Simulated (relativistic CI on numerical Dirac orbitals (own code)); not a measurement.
## Er38+: sensitivity of the levels to the model

Base calculation: Dirac-Coulomb-Breit CI, KLI orbitals optimised for each configuration, model QED (radiative potential, 1s self-energy scaled to tabulated hydrogen-like ionisation energies), unscaled Slater integrals.

Configurations in the expansion (outside the closed core [Ar]): 3d10 4s2, 3d10 4s 4p, 3d10 4p2, 3d10 4s 4d, 3d10 4d2, 3d10 4s 4f, 3d10 4p 4d, 3d10 4f2, 3d10 4p 4f, 3d10 4d 4f, 3d10 4s 5s, 3d10 4s 5p, 3d10 4s 5d, 3d10 4s 5f, 3d10 4s 5g, 3d10 4s 6s, 3d10 4s 6p, 3d10 4s 6d, 3d10 4s 6f, 3d10 4s 7s, 3d9 4s2 4p, 3d9 4s2 4d, 3d9 4s2 4f, 3d9 4s2 5s, 3d9 4s2 5p, 3d9 4s2 5d. Double excitations out of closed p, d and f shells are left out; levels of such configurations are missing from the list, as are those of other unlisted configurations, and high levels can miss mixing partners. These lack a partner that the ground configuration has and come out too high: 3d9 4s2 4p, 3d9 4s2 4d, 3d9 4s2 4f, 3d9 4s2 5s, 3d9 4s2 5p.

Variants: (1) QED terms removed; (2) configuration mixing switched off. Shifts of the energy above 3d10 4s2 1S_0, in cm⁻¹, for the lowest level and the first level of each name with at least 55 % of one term (blank where a level changes its place among those of its configuration and J or its character, or is not in the variant):

```
           Level     Base    Δ(1)    Δ(2)
   3d10 4s2 1S_0        0       0       0
3d10 4s 4p 3P°_0   589446   +7369  -14562
3d10 4s 4p 3P°_1   636972   +7365  -10753
3d10 4s 4p 3P°_2  1102546   +6730  -14266
3d10 4s 4p 1P°_1  1231770   +6791   +1023
   3d10 4p2 3P_0  1360385  +14897  -16128
   3d10 4p2 3P_1  1828756  +14317  -13719
   3d10 4p2 1D_2  1837263  +14012  +11946
 3d10 4s 4d 3D_1  2218194   +7954  -14080
 3d10 4s 4d 3D_2  2233859   +8507   -8344
 3d10 4s 4d 3D_3  2325272   +7668  -13729
   3d10 4p2 1S_0  2430961  +13649  -10233
 3d10 4s 4d 1D_2  2462244  +10150  -85488
3d10 4p 4d 3F°_2  2839766  +15506  -13318
```

At this charge energies of transitions that change n are usually good to better than 1 %, and those within a shell (Δn = 0) to a few per cent.

Ionisation energy from the two ground configurations alone: base 1803.31 eV; QED terms removed 1804.26 eV. The NIST ASD value (theoretical) is 1803 eV.

LS names give the leading component of a level, which can be under half, so a name can repeat, a term be missing and a line seem to break the LS rules.
